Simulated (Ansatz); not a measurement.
The lowest singlet and triplet of Cl2Si (SMILES Cl[Si]Cl); geometries from B3LYP-D3(BJ)/def2-TZVP, each state relaxed from the structure named, with no frequency check.
Singlet at the triplet's geometry (charge 0, multiplicity 1):
```json
[
 {"atom": "Cl", "x (Å)": "-1.7713", "y (Å)": "-0.3094", "z (Å)": "0.0000"},
 {"atom": "Si", "x (Å)": "-0.0005", "y (Å)": "0.7486", "z (Å)": "0.0000"},
 {"atom": "Cl", "x (Å)": "1.7717", "y (Å)": "-0.3071", "z (Å)": "0.0000"}
]
```

A positive gap puts the triplet lower; no zero-point energy. R- takes a restricted singlet. U- takes an unrestricted singlet (broken symmetry where lower, unprojected). The triplet is unrestricted in single-reference levels. Active spaces average the two states.

Correlated levels freeze the cores.

Run with Ansatz (a program for electronic structure). Each number belongs to the level named beside it.

| level | gap E(singlet) − E(triplet), vertical, at the triplet's geometry (kcal/mol) |
|---|---|
| U-B3LYP/def2-TZVPP | -47.70 |
| U-BHLYP/def2-TZVPP | -45.48 |
| U-wB97M-V/def2-TZVPP | -53.23 |
| R-MP2/cc-pV(D+d)Z | (withheld) |
| U-MP2/cc-pV(D+d)Z (spin-contaminated) | (withheld) |
| R-MP2/cc-pV(Q+d)Z | -46.27 |
| R-CCSD/cc-pV(D+d)Z | -45.50 |
| FIC-NEVPT4(SD) on SA-CASSCF(2,2)/cc-pV(Q+d)Z | -47.78 |
| FIC-MRCISD+Q on SA-CASSCF(2,2)/cc-pV(Q+d)Z | -47.24 |

Question: Fill in the missing entries.

Answer: 
- R-MP2/cc-pV(D+d)Z, gap E(singlet) − E(triplet), vertical, at the triplet's geometry (kcal/mol): -43.59
- U-MP2/cc-pV(D+d)Z (spin-contaminated), gap E(singlet) − E(triplet), vertical, at the triplet's geometry (kcal/mol): -39.72

Doubts at one or more of the structures used: a restricted determinant that unrestricted orbitals would lower (R-MP2/cc-pV(D+d)Z, R-MP2/cc-pV(Q+d)Z, R-CCSD/cc-pV(D+d)Z).
